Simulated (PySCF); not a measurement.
Dipole response of Cr¹⁸⁺ (chromium, charge +18)

[He] 2s2 2p2, high-spin 3P determinant. All numbers are calculated (PySCF 2.14, the non-relativistic Hamiltonian (point nucleus), in an uncontracted even-tempered set (18 s from 3.4 bohr⁻², ratio 2.2; 11 p from 4.4 bohr⁻², ratio 2.2; 6 d from 20 bohr⁻², ratio 2.4; 5 f from 29 bohr⁻², ratio 2.4; 5 g from 44 bohr⁻², ratio 2.4)). Coupled (time-dependent) response in atomic units; α is the mean over directions.

```
method  mean α (bohr³)               α xx, yy, zz  C₆ (like pair)     S(−4)
   UHF         0.01849  0.02223, 0.01662, 0.01662       0.0009878  0.002233
  PBE0         0.01783  0.02180, 0.01585, 0.01585       0.0009443  0.002012
```

S(−4) is the Cauchy moment in α(ω) = α(0) + S(−4) ω² + …

α(iu) at UHF:

```tsv
u (hartree)	α(iu) (bohr³)
0	0.01849
0.400	0.01814
0.800	0.01719
1.60	0.01438
2.40	0.01153
3.20	0.009256
4.00	0.007574
6.00	0.005114
8.00	0.003926
12.0	0.002866
20.0	0.002069
```

A single London oscillator, α(iu) = α/(1 + u²/ω²), gives C₆ = (3/4) ω α². Matching the computed C₆ needs ω = 4 × 0.0009878 / (3 × 0.01849²) = 3.85 hartree.

For an ion, C₆ is the dispersion term alone; charge-induced terms of lower order in 1/R come first.

The components differ because the open shell of this determinant is not spherical; for a pure term their mean is the scalar polarisability.
